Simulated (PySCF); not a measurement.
A structure optimised at PBE0-D3(BJ)/def2-TZVPD, used in a PySCF frequency run:

```xyz
5

Sn     0.0000     0.0000     0.0000
H     -0.9837    -0.9837     0.9837
H      0.9837    -0.9837    -0.9837
H      0.9837     0.9837     0.9837
H     -0.9837     0.9837    -0.9837
```

Problem. Write its SMILES, formula and point group.

Solution. [SnH4], H4Sn, Td

Problem. What are its rotational constants (standard atomic weights)?

Solution. 64.768, 64.768, 64.768 GHz
